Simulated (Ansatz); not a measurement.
What each rung costs, and what it gives

Saddle point of CH8SSn, singlet (SnH₄S ([SH][SnH3]) + CH₄ → CH₆Sn ([CH3][SnH3]) + H₂S; bonds formed: Sn1–C7, S2–H6; bonds broken: Sn1–S2, H6–C7), PBE0-D4/def2-TZVP structure:

Sn1  (-0.796, 0.306, -0.945)
S2  (1.621, 1.569, -0.133)
H3  (-0.052, 0.203, -2.467)
H4  (-2.006, -0.936, -0.897)
H5  (-1.574, 1.726, -0.425)
H6  (0.866, 0.094, 0.362)
C7  (0.226, -1.065, 0.741)
H8  (1.025, 2.237, 0.867)
H9  (0.231, -1.960, 0.117)
H10  (1.109, -1.119, 1.388)
H11  (-0.650, -1.055, 1.392)
(Å)

Barriers are electronic and count from the start structure reached by relaxing down the imaginary mode.

Computed with Ansatz 0.2.0 (basis: as named in each row); correlated methods freeze the cores. Filled d shells of the heavier atoms are correlated. Core potentials replace the inner electrons of the atoms past krypton. The def2 sets are not built for correlating such inner shells, so the correlated values are less sure here. B3LYP uses VWN-RPA correlation. Extrapolation: Hartree–Fock as exp(−7.88 √X), correlation as X^−2.97.

Times are rough, for one single point on 4 threads of a shared host (Arm Neoverse V2).

The estimate by CCSD(T) at an estimated basis limit (MP2 extrapolated from triple and quadruple zeta, plus CCSD(T) − MP2 in triple zeta) is 64.15 kcal/mol.

```csv
method,basis,time (s),barrier (kcal/mol),method less estimate
SPW92,def2-SVP,under 1,48.32,-15.83
PBE-D4,def2-SVP,under 1,55.26,-8.89
PBE0-D4,def2-SVP,under 1,60.66,-3.49
SPW92,def2-TZVPP,1,49.01,-15.14
PBE-D4,def2-TZVPP,2,55.95,-8.20
BLYP-D4,def2-TZVPP,2,60.28,-3.87
B3LYP-D4,def2-TZVPP,2,64.05,-0.10
BHLYP-D4,def2-TZVPP,2,69.62,5.47
PBE0-D4,def2-TZVPP,2,60.73,-3.42
CAM-B3LYP-D4,def2-TZVPP,2,66.77,2.62
CCSD(T),def2-SVP,3,70.57,6.42
r2SCAN-D4,def2-TZVPP,3,59.40,-4.75
r2SCAN0-D4,def2-TZVPP,4,62.90,-1.25
PBE-QIDH,def2-TZVPP,4,64.57,0.42
B2PLYP,def2-TZVPP,4,66.50,2.35
wB97M-V,def2-SVP,4,64.65,0.50
RPA on PBE,def2-TZVPP,4,65.85,1.70
wB97X-V,def2-TZVPP,6,66.58,2.43
wB97M-V,def2-TZVPP,6,65.17,1.02
B97M-V,def2-TZVPP,7,63.20,-0.95
MP2,def2-QZVPP,14,63.64,-0.51
CCSD(T),def2-TZVPP,100,66.30,2.15
```

All methods are single points on the PBE0-D4 structures.

The T1 diagnostic stays at or below 0.014.

Labels in which every atom is bracketed show which atoms are joined, not bond orders.
